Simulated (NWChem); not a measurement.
# BeHSeF; SMILES [Be]([F])[SeH]

```xyz
4

Be     0.0224     1.1349     0.0000
F      0.1160     2.5068     0.0000
Se    -0.1579    -0.9030     0.0000
H      1.3178    -1.0533     0.0000
```
Atoms are numbered in this order, from 1.

Program: NWChem. Pople sets run with spherical d functions. STO-3G and 3-21G are far too small for this property and stand as cheap habits. Structure relaxed at the B3LYP/6-31G* (spherical d) level. Field at 589 nm.

```
level              isotropic polarisability (bohr³)  anisotropy (bohr³)
-----------------  --------------------------------  ------------------
B3LYP/STO-3G                                   18.8                21.6
B3LYP/6-31G*                             (withheld)          (withheld)
B3LYP/def2-SVP                                 35.2                16.4
B3LYP/def2-SVPD                                45.8                12.9
B3LYP/aug-cc-pVDZ                              45.1                13.1
B3LYP/def2-TZVPD                               46.4                12.5
```

Q: Some entries are withheld; supply them.

A: 
- B3LYP/6-31G*, isotropic polarisability (bohr³): 34.6
- B3LYP/6-31G*, anisotropy (bohr³): 18.9
